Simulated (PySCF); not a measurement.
Si(H)3(F), SMILES F[SiH3] (H3FSi), PBE0/def2-SVP optimised geometry.

```
5

Si    -0.49    -0.33     0.00
F     -1.00    -1.07    -1.35
H     -1.00     1.07     0.00
H     -1.00    -1.07     1.18
H      1.00    -0.33     0.00
```

Density from PBE0/def2-TZVP (PySCF 2.14.0) at that geometry.

Minimum of the electron density along straight lines between bonded atoms, close to the bond critical point (lines longer than 1.1 times the sum of covalent radii, or with two minima, are not listed):

```csv
bond,length / Å,ρ at the minimum / e bohr⁻³,∇²ρ there / e bohr⁻⁵,position (fraction from the first atom)
Si1–F2,1.625,0.130,0.89,0.42
Si1–H3,1.489,0.123,0.14,0.49
Si1–H4,1.489,0.123,0.14,0.49
Si1–H5,1.489,0.123,0.14,0.49
```
